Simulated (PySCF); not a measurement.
Job file and geometry (Å, from GFN2-xTB) of an NMR shielding run on SMILES CC[Si@@H]1C(=O)C=C1F, C5H7FOSi, GIAO PBE0/pcSseg-1 NMR shielding, non-relativistic, gas phase in PySCF 2.14.0, density-fitted response routines; density fitting, a coarse starting grid and PySCF grid level 2 are the driver's defaults:

```
$ OMP_NUM_THREADS=1 python probes_run.py task.json out

{"job": {"kind": "nmr", "xc": "PBE0", "basis": "pcSseg-1"}, "charge": 0, "multiplicity": 1}
C      1.807342     0.613078    -0.244621
C      1.409341    -0.836928     0.032672
Si    -0.462600    -1.063866     0.272061
C     -1.684676    -0.090625    -0.905630
O     -2.033247    -0.125409    -2.057602
C     -2.097703     0.816437     0.181303
C     -1.356445     0.356295     1.204129
F     -1.349907     0.844375     2.445993
H      1.539329     1.253991     0.592312
H      1.306373     0.987709    -1.134397
H      2.881583     0.690237    -0.399747
H      1.745198    -1.464438    -0.794506
H      1.937188    -1.191138     0.919946
H     -0.838941    -2.406992     0.706725
H     -2.807249     1.625263     0.136829
```

Problem. What does the program print?

Solution. 
```
coarse grid: 13568 points
cycle   1  E = -658.4489435554  dE =  1.149e+00  |g| = 8.922e-01  |ddm| = 3.590e+00
cycle   2  E = -657.7697774182  dE =  6.792e-01  |g| = 1.989e+00  |ddm| = 2.924e+00
cycle   3  E = -658.6006330104  dE = -8.309e-01  |g| = 2.380e-01  |ddm| = 2.420e+00
cycle   4  E = -658.6110072974  dE = -1.037e-02  |g| = 1.118e-01  |ddm| = 2.848e-01
cycle   5  E = -658.6132166046  dE = -2.209e-03  |g| = 2.654e-02  |ddm| = 9.252e-02
cycle   6  E = -658.6133412248  dE = -1.246e-04  |g| = 1.015e-02  |ddm| = 2.480e-02
cycle   7  E = -658.6133632415  dE = -2.202e-05  |g| = 3.059e-03  |ddm| = 1.099e-02
cycle   8  E = -658.6133649309  dE = -1.689e-06  |g| = 1.186e-03  |ddm| = 3.497e-03
final grid: 128384 points
cycle   9  E = -658.6773209974  dE = -1.053e-05  |g| = 1.340e-02  |ddm| = 2.457e-02
cycle  10  E = -658.6772137113  dE =  1.073e-04  |g| = 2.687e-02  |ddm| = 3.171e-02
cycle  11  E = -658.6773568984  dE = -1.432e-04  |g| = 2.709e-03  |ddm| = 2.309e-02
cycle  12  E = -658.6773585330  dE = -1.635e-06  |g| = 2.657e-04  |ddm| = 2.217e-03
cycle  13  E = -658.6773585439  dE = -1.086e-08  |g| = 1.243e-04  |ddm| = 3.119e-04
cycle  14  E = -658.6773585462  dE = -2.323e-09  |g| = 3.286e-05  |ddm| = 9.962e-05
cycle  15  E = -658.6773585464  dE = -1.767e-10  |g| = 9.903e-06  |ddm| = 3.372e-05
converged SCF energy = -658.6773585464

GIAO shielding tensors (ppm)
atom      isotropic    diamagn.    paramagn.     s11        s22        s33       span
  0 C      176.564     247.898     -71.334    170.308    172.875    186.509     16.201
  1 C      178.977     252.446     -73.469    173.511    177.135    186.284     12.774
  2 Si     345.604     879.305    -533.701    276.581    356.504    403.727    127.147
  3 C      -27.372     253.166    -280.539   -108.544    -65.830     92.257    200.801
  4 O     -390.867     398.445    -789.312  -1141.976   -400.440    369.815   1511.791
  5 C       31.776     262.828    -231.052    -50.919     36.783    109.465    160.385
  6 C      -35.949     257.183    -293.132   -168.786     -6.273     67.212    235.998
  7 F      211.586     473.012    -261.425     44.071    139.912    450.776    406.705
  8 H       30.647      31.183      -0.536     26.044     29.487     36.410     10.366
  9 H       30.624      31.257      -0.633     26.357     29.019     36.495     10.137
 10 H       30.225      28.723       1.502     25.188     27.714     37.775     12.587
 11 H       30.676      30.327       0.349     26.220     28.235     37.573     11.352
 12 H       30.553      30.137       0.416     26.118     28.346     37.194     11.076
 13 H       26.216      28.062      -1.847     23.572     24.642     30.433      6.861
 14 H       24.983      31.328      -6.344     23.210     24.776     26.964      3.753
```

Problem. Turn these shieldings into chemical shifts. δ = σ(ref) − σ, references computed at the same level: ¹³C (σref 186.93), ²⁹Si (σref 349.16), ¹H (σref 31.72) vs TMS; ¹⁷O (σref 336.08) vs H2O; ¹⁹F (σref 170.95) against CFCl3.

Solution. Averaging equivalent atoms: C 6: 222.9; C 3: 214.3; C 5: 155.1; C 0: 10.4; C 1: 7.9; Si 2: 3.6; O 4: 726.9; F 7: -40.6; H 14: 6.73; H 13: 5.50; H 8/9/10: 1.22; H 12: 1.16; H 11: 1.04 ppm. Unscaled 19F shifts against computed CFCl3 carry errors that often reach 10 to 50 ppm. Unscaled 17O shifts of doubly bonded oxygen tend to come out too high, by tens of ppm or more. Experimental scales use liquid or dissolved standards, which lie at an offset from isolated H2O (liquid H2O: subtract about 36 ppm).

Size and cost of the density-fitted run: 178 basis functions, 25 s wall time on 1 thread of an Arm Neoverse V2, shared host; peak memory 0.81 GiB.
